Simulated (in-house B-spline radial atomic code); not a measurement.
Inner levels of rhenium as electrons are removed. A shift is the extra binding of the orbital against the neutral atom ([Xe] 4f14 5d5 6s2). Computed with a B-spline radial code for spherical atoms: non-relativistic Hartree-Fock, average of the configuration, point nuclei.

This level leaves out relativity, spin-orbit splitting included, which matters for heavy ions.

| ion | configuration | shift of 4f (eV) | shift of 4s (eV) | shift of 5p (eV) | radius of 4f (bohr) | radius of 4s (bohr) | radius of 5p (bohr) | Σ<r²> (bohr²) | change of density at nucleus (bohr⁻³) |
| --- | --- | --- | --- | --- | --- | --- | --- | --- | --- |
| Re | [Xe] 4f14 5d5 6s2 | 0 | 0 | 0 | 0.55731 | 0.4795 | 1.2661 | 75.609 | - |
| Re+ | [Xe] 4f14 5d5 6s1 | 7.0518 | 7.0292 | 7.0787 | 0.55732 | 0.47952 | 1.2651 | 55.984 | -7.357 |
| Re2+ | [Xe] 4f14 5d5 | ? | ? | ? | ? | ? | ? | ? | ? |
| Re3+ | [Xe] 4f14 5d4 | 29.081 | 29.06 | 28.187 | 0.55661 | 0.47953 | 1.249 | 37.111 | -16.012 |
| Re4+ | [Xe] 4f14 5d3 | ? | ? | ? | ? | ? | ? | ? | ? |
| Re5+ | [Xe] 4f14 5d2 | 60.471 | 60.578 | 56.82 | 0.55441 | 0.47948 | 1.2181 | 29.154 | -5.044 |

Fill in the row of Re2+.

shift of 4f (eV): 15.315; shift of 4s (eV): 15.256; shift of 5p (eV): 15.33; radius of 4f (bohr): 0.5573; radius of 4s (bohr): 0.47954; radius of 5p (bohr): 1.263; Σ<r²> (bohr²): 42.48; change of density at nucleus (bohr⁻³): -19.849.

Fill in the row of Re4+.

shift of 4f (eV): 44.197; shift of 4s (eV): 44.231; shift of 5p (eV): 42.076; radius of 4f (bohr): 0.55564; radius of 4s (bohr): 0.47951; radius of 5p (bohr): 1.2338; Σ<r²> (bohr²): 32.792; change of density at nucleus (bohr⁻³): -11.032.
